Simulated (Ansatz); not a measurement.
`[CH3][V](=[NH])([OH])[Cl]` + HCl → `[CH3][V](=[NH])([Cl])[Cl]` + H₂O at 298.15 K and 1 bar (ligand exchange at a V–O bond).

Program: Ansatz. Geometries: PBE0-D4/def2-TZVP. ΔE: electronic, gas phase. CBS: MP2 limit from def2 TZ/QZ plus the TZ coupled-cluster correction, frozen cores. This one scheme is used for every species. For V outer-core shells are correlated without core-valence functions, which leaves a few kJ/mol of doubt a bond. Scalar relativity is left out up to krypton. Each species was taken in one conformer, which may not be the lowest.

```
                    species  CCSD(T)/CBS energy (Eh)  H − E (kJ/mol)  S (J/(mol·K))
`[CH3][V](=[NH])([OH])[Cl]`              -1574.25157           191.4          366.3
                        HCl               -460.38127            26.6          186.8
`[CH3][V](=[NH])([Cl])[Cl]`              -1958.27042           159.9          370.5
                        H₂O                -76.37941            66.4          188.7
```

H − E and S are ideal-gas, rigid-rotor, harmonic terms from PBE0-D4/def2-TZVP, for one conformer and one mirror image of each species. 1 Eh = 2625.50 kJ/mol, R = 8.31446 J/(mol·K).

Task: By hand: ΔE, ΔH, ΔS and ΔG.

Result: ΔE = (-1958.27042) + (-76.37941) − (-1574.25157) − (-460.38127) = -0.01699 Eh = -44.6 kJ/mol. Δ(H − E) = 159.9 + 66.4 − 191.4 − 26.6 = 8.3, so ΔH = -36.3 kJ/mol. ΔS = 370.5 + 188.7 − 366.3 − 186.8 = 6.1 J/(mol·K). ΔG = -36.3 − 298.15 × (6.1)/1000 = -38.1 kJ/mol.

Task: By hand: the equilibrium constant, and the temperature at which ΔG would vanish if ΔH and ΔS stayed fixed.

Result: log₁₀ K = −ΔG/(RT ln 10) = 6.7. ΔH and −TΔS have one sign here, so there is no such temperature.

The number of gas molecules stays the same, so ΔS is small and ΔH decides. A doubt of 5 kJ/mol in ΔE shifts log₁₀ K by 0.9 here. Other conformers and mirror images would add mixing entropy, several J/(mol·K) or more a flexible species. These are equilibria of isolated gas molecules and say nothing of rates. Largest T1 diagnostic: 0.031 (customary marks: 0.02 for closed shells, 0.045 for open ones).

ΔS is within the doubt of such terms, so its sign, and with it that verdict, could turn.
